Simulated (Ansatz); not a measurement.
`C[SiH](Cl)[GeH3]` + `C=C(O)F` → `O/C(F)=[CH]\[GeH3]` + `C[SiH2]Cl` at 400 K and 1 bar (formal exchange of groups at a Ge–Si bond).

Program: Ansatz. Geometries: PBE0-D4/def2-TZVP. ΔE: electronic, gas phase. CBS: MP2 limit from def2 TZ/QZ plus the TZ coupled-cluster correction, frozen cores. For Ge outer-core shells are correlated without core-valence functions, which leaves a few kJ/mol of doubt a bond. Scalar relativity is left out up to krypton. Each species was taken in one conformer, which may not be the lowest.

```tsv
species	CCSD(T)/CBS energy (Eh)	H − E (kJ/mol)	S (J/(mol·K))
`C[SiH](Cl)[GeH3]`	-2867.29429	222.2	411.9
`C=C(O)F`	-252.84296	149.4	306.1
`O/C(F)=[CH]\[GeH3]`	-2330.15381	196.9	395.0
`C[SiH2]Cl`	-789.97638	169.2	322.9
```

H − E and S are ideal-gas, rigid-rotor, harmonic terms from PBE0-D4/def2-TZVP, for one conformer and one mirror image of each species. 1 Eh = 2625.50 kJ/mol, R = 8.31446 J/(mol·K).

By hand: ΔE, ΔH, ΔS and ΔG.

ΔE = (-2330.15381) + (-789.97638) − (-2867.29429) − (-252.84296) = 0.00706 Eh = 18.5 kJ/mol. Δ(H − E) = 196.9 + 169.2 − 222.2 − 149.4 = -5.5, so ΔH = 13.0 kJ/mol. ΔS = 395.0 + 322.9 − 411.9 − 306.1 = -0.1 J/(mol·K). ΔG = 13.0 − 400 × (-0.1)/1000 = 13.0 kJ/mol.

By hand: the equilibrium constant, and the temperature at which ΔG would vanish if ΔH and ΔS stayed fixed.

log₁₀ K = −ΔG/(RT ln 10) = -1.7. ΔH and −TΔS have one sign here, so there is no such temperature. One of them is within its doubt of zero, so this could turn.

The number of gas molecules stays the same, so ΔS is small and ΔH decides. A doubt of 5 kJ/mol in ΔE shifts log₁₀ K by 0.7 here. Other conformers and mirror images would add mixing entropy, several J/(mol·K) or more a flexible species. Modes under 60 cm⁻¹, often nearly free rotors, make the harmonic entropy too high. These are equilibria of isolated gas molecules and say nothing of rates. Largest T1 diagnostic: 0.012 (customary marks: 0.02 for closed shells, 0.045 for open ones).
